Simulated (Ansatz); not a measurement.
Cost and result up the ladder for (ZnTe)6 ring (Zn6Te6) (12 atoms). Total charge 0; singlet. Geometry: PBE-D4/def2-SVP.

```tsv
atom	x (Å)	y (Å)	z (Å)
Zn1	-2.099	-0.536	2.064
Te2	-3.640	0.800	0.644
Zn3	-2.693	-0.881	-0.922
Te4	-1.662	-2.514	-2.490
Zn5	-0.621	-0.315	-3.002
Te6	0.457	1.893	-3.385
Zn7	2.075	0.552	-2.054
Te8	3.615	-0.835	-0.682
Zn9	2.710	0.849	0.907
Te10	1.718	2.504	2.476
Zn11	0.626	0.336	3.018
Te12	-0.485	-1.852	3.424
```

Ansatz on 2 threads of AMD EPYC 7R13 on a shared host and a share (18 GiB) of an NVIDIA H100 80GB HBM3. Times are rough, and most runs start from the orbitals of an earlier one. PBE0-D4/def2-TZVP serves as the yardstick here, not as an exact answer. Differences are given only for rows in sets of like size (and for xTB, whose basis is part of the method), since another set adds its own error. Binding counts from free atoms at the same level (Zn singlet, Te triplet; other spins of the atoms weren't run), without zero-point energy or a counterpoise term.

In the def2 sets Te takes a core potential; there is no spin–orbit coupling. B3LYP takes the VWN-RPA correlation. Correlated methods freeze 78 core orbitals; core or outer-core shells of Te are correlated, in sets that lack core-valence functions. The rows differ in basis, and correlated rows in double-zeta sets carry the largest basis error. Single mean-field runs in def2-TZVP are fitted with def2-universal-jkfit.

Correlated methods converge slowly with the basis, most of all in double-zeta sets.

| level | functions | wall time | binding energy per atom (eV) | difference from PBE0-D4/def2-TZVP (eV) |
| --- | --- | --- | --- | --- |
| PBE-D4/def2-SVP | 342 | 5 s | 2.04 | – |
| PBE-D4/def2-TZVP (with forces) | 588 | 5.5 s | 1.91 | 0.00 |
| B3LYP-D4/def2-TZVP | 588 | 6 s | 1.72 | -0.19 |
| PBE0-D4/def2-TZVP | 588 | 6.5 s | 1.92 | 0.00 |
| PBE-QIDH/def2-TZVP | 588 | 7.5 s | 1.95 | 0.03 |
| r2SCAN-D4/def2-TZVP (with forces) | 588 | 8 s | 1.95 | 0.03 |
| B97M-V/def2-TZVP | 588 | 8 s | 1.75 | -0.16 |
| PBE0-D4/def2-SVP | 342 | 8 s | 2.01 | – |
| RPA@PBE/def2-SVP | 342 | 12 s | 1.35 | – |
